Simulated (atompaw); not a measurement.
# Which change was made? (Eu, PAW (atompaw))

| Item | Value |
| --- | --- |
| Element | Eu |
| Generator | atompaw 4.2.0.5 |
| Type | PAW |
| Functional | PBEsol |
| Relativity | scalar-relativistic |
| Frozen core | [Kr] 4d10 |
| Valence charge | 17 |
| Reference configuration | 4f7 5s2 5p6 5d0 6s2 6p0 |
| Partial waves | 5s (bound): rc 1.95 bohr; 6s (bound): rc 2.35 bohr; 5p (bound): rc 2.15 bohr; 6p (bound, empty): rc 2.55 bohr; 5d (bound, empty): rc 2.55 bohr; 5d channel at 3.25 Ry: rc 2.30 bohr; 4f (bound): rc 1.25 bohr; 4f channel at 4.15 Ry: rc 1.25 bohr |
| Local potential | vpsmatchnc scheme with l = 4 at -0.5 Ry, radius 1.85 bohr |
| Core correction | smooth core density matched at 1.80 bohr |
| Augmentation charge | gaussian compensation charge, radius 2.50 bohr; PAW radius 2.55 bohr; waves and projectors: custom polynom vanderbiltortho |

Cutoffs, loose and tight: the cutoffs (Ry, on a coarse ladder) from which the occupation-weighted sum of valence levels, in a spherical-Bessel basis at the reference potential, stays within 10 and 1 mRy of its value at 400 Ry. They see the waves, projectors and local potential, not the compensation charge or the core.

The base gives: outcome: generated; cutoff, loose: 140 Ry; cutoff, tight: 200 Ry; bound ghosts: s.

**Question.** After one change the result is: outcome: generated; cutoff, loose: 120 Ry; cutoff, tight: 200 Ry; bound ghosts: none. Which change was it?
A. wave 4f channel at 4.15 Ry: rc 1.25 bohr becomes 4f channel at 4.15 Ry: rc 2.14 bohr
B. augmentation gaussian compensation charge, radius 2.50 bohr; PAW radius 2.55 bohr; waves and projectors: custom rrkj vanderbiltortho
C. local potential vpsmatchnc scheme with l = 4 at -0.5 Ry, radius 2.28 bohr
D. all radii scaled by about 1.31 (s 2.56, p 2.82, d 3.34, f 1.64 bohr); local potential vpsmatchnc scheme with l = 4 at -0.5 Ry, radius 2.42 bohr; augmentation gaussian compensation charge, radius 3.28 bohr; PAW radius 3.34 bohr; waves and projectors: custom polynom vanderbiltortho; core correction smooth core density matched at 2.36 bohr

**Answer.** C. The others give: all radii scaled by about 1.31 (s 2.56, p 2.82, d 3.34, f 1.64 bohr); local potential vpsmatchnc scheme with l = 4 at -0.5 Ry, radius 2.42 bohr; augmentation gaussian compensation charge, radius 3.28 bohr; PAW radius 3.34 bohr; waves and projectors: custom polynom vanderbiltortho; core correction smooth core density matched at 2.36 bohr → outcome: generated; cutoff, loose: 70 Ry; cutoff, tight: 110 Ry; bound ghosts: none | augmentation gaussian compensation charge, radius 2.50 bohr; PAW radius 2.55 bohr; waves and projectors: custom rrkj vanderbiltortho → outcome: failed: atompaw: The overlap operator has at least one negative eigenvalue! | wave 4f channel at 4.15 Ry: rc 1.25 bohr becomes 4f channel at 4.15 Ry: rc 2.14 bohr → outcome: generated; cutoff, loose: 120 Ry; cutoff, tight: 200 Ry; bound ghosts: s.
